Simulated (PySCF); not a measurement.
A side-by-side comparison of computed properties.

First species: CH9Cl2PSi4.
SMILES: `C[Si@H]1[Si@@H](Cl)[Si@H](P)[Si@H]1Cl`

Second species: C₇H₁₂OSi.
Numbering: `[CH2:1]=[C:2]([CH3:3])[C@@H:4]1[CH2:5][C@@:6]1([SiH3:7])[CH:8]=[O:9]` (hydrogens: H10, H11 on C1; H12, H13, H14 on C3; H15 on C4; H16, H17 on C5; H18, H19, H20 on Si7; H21 on C8)

Levels: PBE0/pcSseg-1 for dipole moment, HOMO energy, LUMO energy and HOMO–LUMO gap; GFN2-xTB for rotational constant A and rotational constant C. Geometries: GFN2-xTB. Each species is one conformer at its optimised geometry, gas phase, non-relativistic unless stated. Electronic properties by PySCF.

The conformers computed, where there is a choice (atom-mapped SMILES and torsion angles):
- `[CH3:1][Si@H:2]1[Si@@H:3]([Cl:4])[Si@H:5]([PH2:6])[Si@H:7]1[Cl:8]`: H–P6–Si5–Si3 180°, H–P6–Si5–Si3 87°
- `[CH2:1]=[C:2]([CH3:3])[C@@H:4]1[CH2:5][C@@:6]1([SiH3:7])[CH:8]=[O:9]`: C1–C2–C4–C5 -26°, C5–C6–C8–O9 31°

Values for the first species:

| Item | Value |
| --- | --- |
| Dipole moment | 1.48 D |
| HOMO energy | -7.38 eV |
| LUMO energy | -2.05 eV |
| HOMO–LUMO gap | 5.33 eV |
| Rotational constant A | 0.593 GHz |
| Rotational constant C | 0.382 GHz |

Estimate the same properties for the second species, and the change in each.

```csv
property,first,second,second less first
dipole moment,1.48 D,2.51 D,+1.03 D
HOMO energy,-7.38 eV,-7.26 eV,+0.12 eV
LUMO energy,-2.05 eV,-0.98 eV,+1.07 eV
HOMO–LUMO gap,5.33 eV,6.28 eV,+0.95 eV
rotational constant A,0.593 GHz,1.752 GHz,+1.159 GHz
rotational constant C,0.382 GHz,0.888 GHz,+0.506 GHz
```

On the first: A dipole of 1.48 D is allowed in Cs, and pure rotational transitions are dipole-allowed. The dipole matches unit charges of opposite sign 0.31 Å apart (1 e·Å = 4.8032 D).

On the second: The dipole matches unit charges of opposite sign 0.52 Å apart (1 e·Å = 4.8032 D). A dipole of 2.51 D is allowed in C1, and pure rotational transitions are dipole-allowed.
